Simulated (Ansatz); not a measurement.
`C[CH2][MgH]` + `CNC` → `C[N](C)[MgH]` + `CC` at 700 K and 1 bar (ligand exchange at a Mg–C bond).

Gas-phase electronic energies from Ansatz, PBE0-D4/def2-TZVP geometries. CCSD(T)/CBS is the MP2 limit (def2-TZVPP, def2-QZVPP) plus CCSD(T) − MP2 in def2-TZVPP, frozen cores. This one scheme is used for every species. For Mg outer-core shells are correlated without core-valence functions, which leaves a few kJ/mol of doubt a bond.

```tsv
species	CCSD(T)/CBS energy (Eh)	H − E (kJ/mol)	S (J/(mol·K))
`C[CH2][MgH]`	-279.57780	240.1	386.7
`CNC`	-135.00321	296.9	352.4
`C[N](C)[MgH]`	-334.89311	297.6	426.5
`CC`	-79.71954	238.1	289.3
```

H − E and S are ideal-gas, rigid-rotor, harmonic terms from PBE0-D4/def2-TZVP. 1 Eh = 2625.50 kJ/mol, R = 8.31446 J/(mol·K).

**Question.** By hand: ΔE, ΔH, ΔS and ΔG.

**Answer.** ΔE = (-334.89311) + (-79.71954) − (-279.57780) − (-135.00321) = -0.03164 Eh = -83.1 kJ/mol. Δ(H − E) = 297.6 + 238.1 − 240.1 − 296.9 = -1.3, so ΔH = -84.4 kJ/mol. ΔS = 426.5 + 289.3 − 386.7 − 352.4 = -23.3 J/(mol·K). ΔG = -84.4 − 700 × (-23.3)/1000 = -68.1 kJ/mol.

**Question.** By hand: the equilibrium constant, and the temperature at which ΔG would vanish if ΔH and ΔS stayed fixed.

**Answer.** log₁₀ K = −ΔG/(RT ln 10) = 5.1. ΔG = 0 at ΔH/ΔS = 3622 K, far beyond where these terms or the molecules hold.

ΔH outweighs TΔS. A doubt of 5 kJ/mol in ΔE shifts log₁₀ K by 0.4 here. These are equilibria of isolated gas molecules and say nothing of rates. Largest T1 diagnostic: 0.010 (customary marks: 0.02 for closed shells, 0.045 for open ones).
